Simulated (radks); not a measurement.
Values are calculated unless marked as measured or tabulated.
Question: The table gives one normalised radial function P(r) = r R(r) (large component) of Te4+ in [Kr] 4d10 5s2 (r in bohr). Level of theory: Dirac Kohn-Sham, BLYP, spin-unpolarised, spherical densities, point nucleus (a radial shooting solver on a logarithmic mesh with Libxc functionals).

r,P
0.002541,0.0102
0.003362,0.0152
0.004413,0.0227
0.005839,0.0344
0.007726,0.0525
0.01014,0.0788
0.01342,0.1184
0.01761,0.1724
0.0233,0.2460
0.03083,0.3342
0.04047,0.4198
0.05355,0.4758
0.07029,0.4496
0.093,0.2837
0.1231,-0.0422
0.1615,-0.4340
0.2137,-0.7061
0.2805,-0.6002
0.3712,-0.0277
0.4911,0.7506
0.6446,1.2427
0.8529,1.1936
1.119,0.7720
1.481,0.3325
1.96,0.0913
2.572,0.0153
3.404,0.0012
4.468,0.0000
5.911,0.0000

Which n and l does it have? It may be an empty orbital.

Answer: n = 4, l = 1: the number of nodes gives n - l - 1 = 2, the rise at small r points to l (for j = l - 1/2 the large component starts as r^gamma with gamma = sqrt(l^2 - (Z/c)^2) = 0.93 and the r^(l+1) term takes over further out; the orbital of l - 1 with the same j starts with the same power, but with a larger coefficient, and does not steepen), and the extent must fit the shell. The curve is that of 4p1/2; the two j differ most near the nucleus, where j = l - 1/2 has the larger amplitude, and in heavy atoms j = l - 1/2 is also the more compact. 4p1/2: eigenvalue -164.04 eV, 2 radial nodes at r = 0.119, 0.375 bohr, <r> = 0.800 bohr, 90 % of the charge inside 1.17 bohr.
